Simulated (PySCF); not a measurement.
**HZr(OH) + Cl₂ → ZrCl₂ + H₂O**

Level: PBE0 in the def2-TZVP basis family, computed in PySCF with density fitting; scalar-relativistic core potentials for atoms from Rb on, none lighter, no spin–orbit coupling; open shells unrestricted.

```json
{"species": "HZr(OH)", "state and structure": "triplet, Cs, O–H 0.956 Å, Zr–H 1.882 Å, Zr–O 1.910 Å; H–O–Zr 149.1°, H–Zr–O 123.9°", "ZPE (kJ/mol)": "43.9", "H(298 K) − H(0) (kJ/mol)": "13.0", "S° (J/(mol K))": "278.3"}
{"species": "Cl₂", "state and structure": "singlet, D∞h, Cl–Cl 1.982 Å", "ZPE (kJ/mol)": "3.5", "H(298 K) − H(0) (kJ/mol)": "9.1", "S° (J/(mol K))": "222.5"}
{"species": "ZrCl₂", "state and structure": "triplet, C2v, Zr–Cl 2.347 Å (×2); Cl–Zr–Cl 143.2°", "ZPE (kJ/mol)": "4.9", "H(298 K) − H(0) (kJ/mol)": "13.8", "S° (J/(mol K))": "314.0"}
{"species": "H₂O", "state and structure": "singlet, C2v, O–H 0.960 Å (×2); H–O–H 105.1°", "ZPE (kJ/mol)": "56.5", "H(298 K) − H(0) (kJ/mol)": "9.9", "S° (J/(mol K))": "188.7"}
```

Q: Is the gas-phase reaction uphill or downhill in electronic energy at this level, and by how much?

A: At PBE0/def2-TZVP, ΔE = -438.3 kJ/mol, downhill. 

Q: Add zero-point, thermal and entropy terms for 298.15 K and 1 bar.

A: ΔZPE = 14.0 and Δ[H(298) − H(0)] = 1.6 kJ/mol give ΔH° = -422.7 kJ/mol. ΔS° = 1.9 J/(mol K), so ΔG° = -422.7 − 298.15 × (0.0019) = -423 kJ/mol.

Open d or f shells are single determinants, so the state found may not be the ground state. Only the bonding shown was studied: isomers, or loss of a ligand pair, can lie lower.
